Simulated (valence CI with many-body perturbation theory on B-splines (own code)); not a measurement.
The numbers below are computed, except where a source is named.
**Sensitivity of CI+MBPT for In XXVII**

Level of theory: valence CI with perturbative core correlation (CI+MBPT): five valence electrons over a frozen Dirac-Fock core [Ar], a basis of 6 s, 6 p, 5 d, 5 f, 1 g functions for each j, with the one-electron correlation potential Σ1 (screened to all orders), the two-electron term Σ2, the three-electron term Σ3, Breit, model QED; selected single and double excitations, second order for the rest, scaled by the run's own slope (own B-spline code, finite nucleus).

The last digits are not significant, and no measured levels were compared; by estimate large intervals hold to a few tenths of a per cent, small ones and those within an open d or f shell to about a per cent. Among the levels kept, up to 530 cm⁻¹ of a level comes from second order outside the variational space, and about a tenth of that is noise between levels of different J, which matters for small intervals. Only levels of the ground parity were solved; by the run's estimate the other parity begins above the list, which can be wrong where configurations are misplaced.

The reference run has the lowest level (3d3/2^3 3d5/2^2) J=5/2 [a] and an ionisation energy of 1412.13 eV. Its largest variational space holds 9982 state functions.

Levels are named by their leading jj configuration (3d3/2^4 stands for four electrons in 3d with j = 3/2), which in mixed levels can hold well under half, so a name can repeat and another be missing. Letters in brackets count levels of one name in rising energy.

Changed runs:
A. scale of Σ2 1 → 1.2
B. scale of Σ1 1 → 0; orbitals per symmetry with explicit Σ2 and valence Breit (the others get mean screening factors) 5 → 2
C. correlating orbitals by l 3 3 3 3 1 → 4 4 3 0 0; scale of Σ1 1 → 1.1
D. scale of Σ2 1 → 3 (bad on purpose)

Excitation energies of the reference run in cm⁻¹, and shifts in cm⁻¹:

| Level | Reference | A | B | C | D |
| --- | --- | --- | --- | --- | --- |
| (3d3/2^4 3d5/2) J=5/2 | 85722 | -703 | +639 | +2180 | -6493 |
| (3d3/2^3 3d5/2^2) J=7/2 [a] | 122203 | -488 | +315 | +1962 | -4580 |
| (3d3/2^3 3d5/2^2) J=3/2 | 126263 | -816 | +202 | +2319 | -7793 |
| (3d3/2^3 3d5/2^2) J=11/2 | 127587 | -183 | +384 | +1691 | -1029 |
| (3d3/2^3 3d5/2^2) J=5/2 [b] | 135450 | -470 | +52 | +1860 | -4418 |
| (3d3/2^3 3d5/2^2) J=9/2 | 137127 | -283 | +195 | +1763 | -2321 |
| (3d3/2^3 3d5/2^2) J=1/2 | 146673 | -765 | +34 | +2379 | -7433 |
| (3d3/2^2 3d5/2^3) J=7/2 [a] | 169710 | -697 | -140 | +2248 | -6544 |
| (3d3/2^3 3d5/2^2) J=5/2 [c] | 176776 | -827 | -9.3 | +2746 | -7688 |
| (3d3/2^2 3d5/2^3) J=11/2 | 192718 | +130 | +330 | +1919 | +2376 |
| (3d3/2^3 3d5/2^2) J=7/2 [b] | 196857 | -974 | +175 | +3100 | -9100 |
| (3d3/2^2 3d5/2^3) J=1/2 | 197848 | -741 | -434 | +2307 | -7048 |
| Ionisation energy (eV) | 1412.13 | +1.81 | -2.02 | +0.028 | +18.53 |
